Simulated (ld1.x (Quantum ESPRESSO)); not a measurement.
# Transferability test, TM potential for germanium

* Element: Ge
* Generator: ld1.x (Quantum ESPRESSO) 7.5
* Type: norm-conserving Troullier–Martins (Kleinman–Bylander form)
* Functional: LDA (PZ)
* Relativity: scalar-relativistic
* Frozen core: [Ne] 3s2
* Valence charge: 20
* Reference configuration: 3p6 3d10 4s1 4p3
* Partial waves: 4s (bound): rc 1.25 bohr; 3p (bound): rc 0.55 bohr; 4f channel at 0.4 Ry: rc 1.10 bohr; 3d (bound): rc 0.65 bohr
* Local potential: the d channel
* Core correction: Bessel-smoothed model core inside 0.30 bohr

Occupied shells without a wave of their own: 4p. They enter only through the test configuration that unscreens the potential, and ld1.x also counts them in the model core charge.

Energies are relative to the spin-unpolarised reference configuration 3p6 3d10 4s1 4p3; without spin polarisation the order of configurations can differ from experiment. Spin-polarised rows fill each open shell by Hund’s rule, majority spin first. Not all tests gave a result: 1 of 9 tests not solved or not reliable. Left out of the table: 3p6 3d9 4s2 4p2 (solver errors, printed error -5480 eV).

ld1.x takes every shell without a wave as core, so the model core holds the 4p electrons as well and exchange and correlation see them twice. This cancels in the reference configuration, but the file is broken for other ones, and its errors say nothing about a proper core correction.

```
            valence configuration  charge  ΔE all-electron (eV)  error AE − PS (meV)
                 3p6 3d10 4s2 4p2       0                -8.044                  -29
                 3p6 3d10 4s2 4p1      +1                -0.407                 -238
                 3p6 3d10 4s2 4p0      +2                15.308                 -741
                 3p6 3d10 4s1 4p2      +1                 8.370                 -147
               3p6 3d10 4s2 4p2.3    -0.3                -8.971                  -19
               3p6 3d10 4s2 4p1.5    +0.5                -5.155                  -99
3p6 3d10 4s1 4p3 (spin-polarised)       0                -2.620                 -746
3p6 3d10 4s2 4p2 (spin-polarised)       0                -8.607                 -182
```

Note: ghost states, extra bound levels that the all-electron valence spectrum of the same l lacks: s at -688.1 eV, s at -5.2 eV. A true bound ghost makes a file unfit for plane-wave use.
